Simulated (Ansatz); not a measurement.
Consider the atomization: `[OH][InH][Cl]` → Cl• + 2 H• + In• + O•.

Computed with Ansatz on PBE0-D4/def2-TZVP structures; ΔE is electronic, products minus reactants. CBS: MP2 limit from def2 TZ/QZ plus the TZ coupled-cluster correction, frozen cores. This one scheme is used for every species, atoms too. No spin–orbit coupling; open shells (•) take unrestricted orbitals. Spin–orbit coupling would lower the free atoms: a little for Cl, O; strongly for In. Elements past krypton have def2 core potentials. For In outer-core shells are correlated without core-valence functions, so the limit isn't a true one: a few kJ/mol of doubt a bond, and 10 to 20 or more in all where bonds break to atoms. Each species was taken in one conformer, which may not be the lowest.

```json
{"species": "`[OH][InH][Cl]`", "HF/def2-TZVPP energy (Eh)": "-724.84969"}
{"species": "Cl•", "HF/def2-TZVPP energy (Eh)": "-459.47685"}
{"species": "H•", "HF/def2-TZVPP energy (Eh)": "-0.49981"}
{"species": "In•", "HF/def2-TZVPP energy (Eh)": "-189.21003"}
{"species": "O•", "HF/def2-TZVPP energy (Eh)": "-74.81563"}
```

Question: Work out ΔE.

Answer: ΔE = 2 × (-0.49981) + (-459.47685) + (-189.21003) + (-74.81563) − (-724.84969) = 0.34756 Eh = +9.46 eV. CCSD(T)/CBS gives +14.31 eV.

Largest T1 diagnostic among the species: 0.015.

From r2SCAN to r2SCAN0 (25 % exact exchange), in def2-TZVPP and without D4, ΔE moves by −0.42 eV: exact exchange takes away binding that semilocal exchange gives to molecules. The D4 term adds +0.14 eV with B3LYP and +0.07 eV with PBE0; it sums over pairs of atoms, weighted by their polarisabilities, and B3LYP, whose exchange is more repulsive, gets the larger term.

B3LYP here is the variant with VWN-RPA as its local correlation; programs differ in this.

For atomizations the MP2-based limit and the directly extrapolated one differ by several kJ/mol either way, and by 10 to 25 for some Ge, Se and Sn compounds, so smaller differences from it don't rank the levels.
